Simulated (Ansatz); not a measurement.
`N[SiH2][NH][AlH][F]`, relaxed with RKS PBE0-D4/def2-TZVP in the Gaussian-basis code of Ansatz from a PBE-D4/def2-SVP geometry. The force threshold is 0.005 eV/Å; the program also tests the step.

Charge 0, multiplicity 1.

Start:

```xyz
11

N    -0.985    1.803   -0.688
Si   -0.583    0.111   -0.804
N    -0.050   -0.477    0.763
Al    1.400   -1.412    1.245
F     2.532   -1.835    0.079
H    -1.711    2.176   -1.305
H    -0.247    2.498   -0.540
H    -1.861   -0.527   -1.289
H     0.542   -0.269   -1.734
H    -0.704   -0.243    1.521
H     1.666   -1.825    2.751
```

**Question.** How much energy does the relaxation release, and in how many steps? (An estimate is asked.)

**Answer.** Computed: 6.58 kJ/mol, in 9 steps, 2 of them rejected.

**Question.** Which bonds change most? (Estimate.)

**Answer.** Ansatz gave: Al4–F5 from 1.679 to 1.648 Å; Si2–N3 from 1.757 to 1.726 Å; N1–Si2 from 1.742 to 1.714 Å; N3–Al4 from 1.791 to 1.770 Å.

**Question.** Give the relaxed structure. (An estimate is asked.)

**Answer.** Ansatz gave: 
```xyz
11

N    -0.948    1.779   -0.716
Si   -0.573    0.108   -0.788
N    -0.052   -0.469    0.753
Al    1.382   -1.390    1.230
F     2.501   -1.780    0.084
H    -1.703    2.146   -1.272
H    -0.242    2.476   -0.546
H    -1.839   -0.524   -1.253
H     0.531   -0.267   -1.713
H    -0.693   -0.242    1.505
H     1.635   -1.836    2.715
```
